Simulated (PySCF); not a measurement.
Dipole response of Ar⁶⁺ (argon, charge +6)

[Ne] 3s2, closed-shell 1S. All numbers are calculated (PySCF 2.14, scalar relativity by spin-free X2C-1e, in an uncontracted even-tempered set (19 s from 0.25 bohr⁻², ratio 2.5; 12 p from 0.33 bohr⁻², ratio 2.5; 5 d from 1.6 bohr⁻², ratio 2.7; 5 f from 2.3 bohr⁻², ratio 2.7)). Coupled (time-dependent) response in atomic units; α is the mean over directions.

```json
{"method": "UHF", "mean α (bohr³)": "2.132", "C₆ (like pair)": "2.791", "S(−4)": "3.488"}
{"method": "PBE0", "mean α (bohr³)": "2.049", "C₆ (like pair)": "2.616", "S(−4)": "3.277"}
```

S(−4) is the Cauchy moment in α(ω) = α(0) + S(−4) ω² + …

α(iu) at UHF:

```csv
u (hartree),α(iu) (bohr³)
0,2.132
0.0800,2.110
0.160,2.047
0.320,1.828
0.480,1.555
0.640,1.289
0.800,1.062
1.20,0.6718
1.60,0.4566
2.40,0.2557
4.00,0.1256
```

A single London oscillator, α(iu) = α/(1 + u²/ω²), gives C₆ = (3/4) ω α². Matching the computed C₆ needs ω = 4 × 2.791 / (3 × 2.132²) = 0.819 hartree.

For an ion, C₆ is the dispersion term alone; charge-induced terms of lower order in 1/R come first.
